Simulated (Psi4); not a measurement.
C₂H₉GeMgN (SMILES C[N](C)[Mg][GeH3]), singlet, at the geometry of the source list, atoms displaced at random by about 0.03 Å a coordinate; TPSS/STO-3G, gradient in Psi4.

Psi4 was given this input:
```
memory 2 GB

molecule mol {
0 1
Mg   -0.445406   -1.050733    0.253455
N    -0.525377    0.761214   -0.335630
C    -0.463181    1.181622   -1.685534
C    -0.640859    1.877159    0.555726
H    -1.340020    1.714557   -2.004385
H     0.391436    1.780054   -1.839405
H    -0.335316    0.250773   -2.296414
H     0.224701    2.543529    0.472984
H    -1.553503    2.516835    0.289908
H    -0.722231    1.541621    1.628511
Ge    0.972341   -2.853409    1.139315
H     1.875869   -3.510838    0.047474
H     1.931703   -2.505585    2.051780
H     0.531340   -4.221282    1.747206
symmetry c1
no_reorient
no_com
}

set {
  basis sto-3g
  reference rks
}

gradient('tpss')
print_variables()
```

Q: What does Psi4 print? Leave out banner, timings and long lists.

A: 
```
gradient() will perform analytic gradient computation.

   => Loading Basis Set <=

    Name: STO-3G
    Role: ORBITAL
    Keyword: BASIS

         ---------------------------------------------------------
                                   SCF
               by Justin Turney, Rob Parrish, Andy Simmonett
                          and Daniel G. A. Smith
                              RKS Reference
         ---------------------------------------------------------

  ==> Geometry <==

    Molecular point group: c1
    Full point group: C1

    Geometry (in Angstrom), charge = 0, multiplicity = 1:

       Center              X                  Y                   Z               Mass
    ------------   -----------------  -----------------  -----------------  -----------------
         MG          -0.445406000000    -1.050733000000     0.253455000000    23.985041697000
         N           -0.525377000000     0.761214000000    -0.335630000000    14.003074004430
         C           -0.463181000000     1.181622000000    -1.685534000000    12.000000000000
         C           -0.640859000000     1.877159000000     0.555726000000    12.000000000000
         H           -1.340020000000     1.714557000000    -2.004385000000     1.007825032230
         H            0.391436000000     1.780054000000    -1.839405000000     1.007825032230
         H           -0.335316000000     0.250773000000    -2.296414000000     1.007825032230
         H            0.224701000000     2.543529000000     0.472984000000     1.007825032230
         H           -1.553503000000     2.516835000000     0.289908000000     1.007825032230
         H           -0.722231000000     1.541621000000     1.628511000000     1.007825032230
         GE           0.972341000000    -2.853409000000     1.139315000000    73.921177761000
         H            1.875869000000    -3.510838000000     0.047474000000     1.007825032230
         H            1.931703000000    -2.505585000000     2.051780000000     1.007825032230
         H            0.531340000000    -4.221282000000     1.747206000000     1.007825032230

  Running in c1 symmetry.

  Rotational constants: A =      0.23923  B =      0.01753  C =      0.01698 [cm^-1]
  Rotational constants: A =   7172.05963  B =    525.50837  C =    509.16431 [MHz]
  Nuclear repulsion =  354.848752647443007

  Charge       = 0
  Multiplicity = 1
  Electrons    = 72
  Nalpha       = 36
  Nbeta        = 36

  ==> Algorithm <==

  SCF Algorithm Type is DF.
  DIIS enabled.
  MOM disabled.
  Fractional occupation disabled.
  Guess Type is SAD.
  Energy threshold   = 1.00e-08
  Density threshold  = 1.00e-08
  Integral threshold = 1.00e-12

  ==> Primary Basis <==

  Basis Set: STO-3G
    Blend: STO-3G
    Number of shells: 31
    Number of basis functions: 51
    Number of Cartesian functions: 52
    Spherical Harmonics?: true
    Max angular momentum: 2

  ==> DFT Potential <==

   => LibXC <=

    Version 7.1.2
    S. Lehtola, C. Steigemann, M. J. T. Oliveira, and M. A. L. Marques,  SoftwareX 7, 1–5 (2018) (10.1016/j.softx.2017.11.002)

   => Composite Functional: TPSS <=

    TPSS Meta-GGA XC Functional

    J. Tao, et al., Phys. Rev. Lett., 91, 146401, 2003

    Deriv               =              1
    GGA                 =           TRUE
    Meta                =           TRUE

    Exchange Hybrid     =          FALSE
    MP2 Hybrid          =          FALSE

   => Exchange Functionals <=

    1.0000   XC_MGGA_X_TPSS

   => Correlation Functionals <=

    1.0000   XC_MGGA_C_TPSS

   => LibXC Density Thresholds  <==

    XC_MGGA_C_TPSS:  1.00E-15
    XC_MGGA_X_TPSS:  1.00E-15

   => Molecular Quadrature <=

    Radial Scheme          =       TREUTLER
    Pruning Scheme         =           NONE
    Nuclear Scheme         =       TREUTLER

    Blocking Scheme        =         OCTREE
    BS radius alpha        =              1
    Pruning alpha          =              1
    Radial Points          =             75
[...]
  @DF-RKS Final Energy: -2385.39920700655284
    Total Energy =                      -2385.3992070065528424
[...]
         H           -0.722231000000     1.541621000000     1.628511000000     1.007825032230
         GE           0.972341000000    -2.853409000000     1.139315000000    73.921177761000
         H            1.875869000000    -3.510838000000     0.047474000000     1.007825032230
         H            1.931703000000    -2.505585000000     2.051780000000     1.007825032230
         H            0.531340000000    -4.221282000000     1.747206000000     1.007825032230

  Nuclear repulsion =  354.848752647443007

  ==> Basis Set <==

  Basis Set: STO-3G
    Blend: STO-3G
    Number of shells: 31
    Number of basis functions: 51
    Number of Cartesian functions: 52
    Spherical Harmonics?: true
    Max angular momentum: 2

  ==> DFJKGrad: Density-Fitted SCF Gradients <==

    Gradient:                    1
    J tasked:                  Yes
    K tasked:                   No
    wK tasked:                  No
    Integrals threads:           1
    Schwarz Cutoff:          1E-12
    Fitting Condition:       1E-10

   => Auxiliary Basis Set <=

  Basis Set: (STO-3G AUX)
    Blend: DEF2-UNIVERSAL-JKFIT
    Number of shells: 223
    Number of basis functions: 767
    Number of Cartesian functions: 959
    Spherical Harmonics?: true
    Max angular momentum: 5

  ==> DFT Potential <==

   => LibXC <=

    Version 7.1.2
    S. Lehtola, C. Steigemann, M. J. T. Oliveira, and M. A. L. Marques,  SoftwareX 7, 1–5 (2018) (10.1016/j.softx.2017.11.002)

   => Composite Functional: TPSS <=

    TPSS Meta-GGA XC Functional

    J. Tao, et al., Phys. Rev. Lett., 91, 146401, 2003

    Deriv               =              1
    GGA                 =           TRUE
    Meta                =           TRUE

    Exchange Hybrid     =          FALSE
    MP2 Hybrid          =          FALSE

   => Exchange Functionals <=

    1.0000   XC_MGGA_X_TPSS

   => Correlation Functionals <=

    1.0000   XC_MGGA_C_TPSS

   => LibXC Density Thresholds  <==

    XC_MGGA_C_TPSS:  1.00E-15
    XC_MGGA_X_TPSS:  1.00E-15

   => Molecular Quadrature <=

    Radial Scheme          =       TREUTLER
    Pruning Scheme         =           NONE
    Nuclear Scheme         =       TREUTLER

    Blocking Scheme        =         OCTREE
    BS radius alpha        =              1
    Pruning alpha          =              1
    Radial Points          =             75
    Spherical Points       =            302
    Total Points           =         295487
    Total Blocks           =           2246
    Max Points             =            256
    Max Functions          =             47
    Weights Tolerance      =       1.00E-15

  -Total Gradient:
     Atom            X                  Y                   Z
    ------   -----------------  -----------------  -----------------
       1       -0.020061291195    -0.011706241212    -0.001428129169
       2        0.004391900213     0.083297245369    -0.050374299824
       3        0.002309103242     0.051562792362     0.022677724881
       4        0.029016583162    -0.019131269216    -0.019120267997
       5        0.027230188870    -0.019330097244     0.018250942068
       6       -0.039911280651    -0.036227934661     0.018363453296
       7        0.003867981698    -0.012623111871     0.007262301574
       8       -0.014053933875    -0.015868801391    -0.003610983415
       9       -0.010728864421     0.004034506185    -0.011951760658
      10        0.000941716469    -0.006473018004     0.010577373869
      11       -0.004216818191     0.055403064942     0.022140897090
      12        0.027845824322    -0.024532294176    -0.031697916086
      13        0.001289246690    -0.001081647056     0.000973479927
      14       -0.007967361012    -0.047017849336     0.018104082165

  Variable Map:
  ----------------------------------------------------------------------------
[...]
  Array Variable Map:
  ----------------------------------------------------------------------------
[...]
[...]
```
